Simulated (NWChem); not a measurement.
Species: RbF; SMILES [Rb][F]

Program: NWChem. Coordinates come from a PBE-D3(BJ)/def2-SVP optimisation. def2 effective core potentials on Rb; no spin-orbit coupling. Static field.

```tsv
level	basis functions	isotropic polarisability (bohr³)	anisotropy (bohr³)
PBE0/def2-SVP	38	22.7	5.1
PBE0/def2-SVPD	50	20.2	8.2
PBE0/def2-TZVP	64	19.5	8.9
PBE0/def2-TZVPD	73	[?]	[?]
```

Problem. What belongs in the gaps?

Solution. 
- PBE0/def2-TZVPD, isotropic polarisability (bohr³): 21.5
- PBE0/def2-TZVPD, anisotropy (bohr³): 9.5
